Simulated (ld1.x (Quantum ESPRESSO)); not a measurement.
**In, TM: configuration errors across variants**

indium (In), norm-conserving Troullier–Martins (Kleinman–Bylander form), made with ld1.x (Quantum ESPRESSO) 7.5 (revPBE, fully relativistic). Core [Kr] 4d10, reference 5s2 5p1. Waves: 5p (bound): rc 2.45 bohr; 5s (bound): rc 2.10 bohr. Local part: the s channel. Core correction: Bessel-smoothed model core inside 2.10 bohr.

Open shells are filled in proportion to 2j + 1 (rel_dist='average').

All-electron excitation energies from the reference (eV): (1) 5s2 5p0 5.290; (2) 5s1 5p0 24.374; (3) 5s2 5p0.5 1.908; (4) 5s1 5p1 11.856; (5) 5s0 5p3 11.870; (6) 5s1 5p2 5.811; (7) 5s2 5p1.3 -0.517.

2 further variants failed, have other tests or another functional or relativity, and are left out.

Errors AE − PS in meV (a dash: test not solved or not reliable):

| change | (1) | (2) | (3) | (4) | (5) | (6) | (7) | bound ghosts |
| --- | --- | --- | --- | --- | --- | --- | --- | --- |
| base | -15 | -216 | -2.4 | -62 | -93 | -23 | -0.3 | none |
| type ultrasoft; waves now 5s (bound): rcut 1.85, rcutus 2.10 bohr; 5s channel at -0.05 Ry: rcut 1.85, rcutus 2.10 bohr; 5p (bound): rcut 2.15, rcutus 2.45 bohr; 5p channel at 1.45 Ry: rcut 2.15, rcutus 2.45 bohr; local potential all-electron potential smoothed inside 2.40 bohr (lloc = -1); augmentation built from norm-conserving waves at rcut, not smoothed further | -16 | -224 | -2.5 | -65 | -94 | -24 | -0.4 | none |
| wave 5s (bound): rc 2.10 bohr becomes 5s (bound): rc 2.32 bohr | -15 | -216 | -2.3 | -62 | -97 | -24 | -0.3 | none |
| local potential the p channel | -7.3 | -200 | +1.1 | -59 | -106 | -29 | -2.2 | none |
| wave 5p (bound): rc 2.45 bohr becomes 5p (bound): rc 2.90 bohr | -15 | -219 | -2.4 | -60 | -84 | -21 | -0.3 | none |
| core correction Bessel-smoothed model core inside 0.88 bohr | -15 | -218 | -2.4 | -62 | -94 | -23 | -0.3 | none |
| wave 5p (bound): rc 2.45 bohr becomes 5p (bound): rc 2.78 bohr | -15 | -218 | -2.4 | -61 | -86 | -22 | -0.3 | none |
| wave 5s (bound): rc 2.10 bohr becomes 5s (bound): rc 1.84 bohr | -15 | -215 | -2.3 | -62 | -97 | -24 | -0.3 | none |

(1) Give the same row for: all radii but the core radius scaled by about 1.19 (s 2.50, p 2.92 bohr).

Results:

(1) -15, -220, -2.3, -62, -95, -23, -0.3; bound ghosts: none.
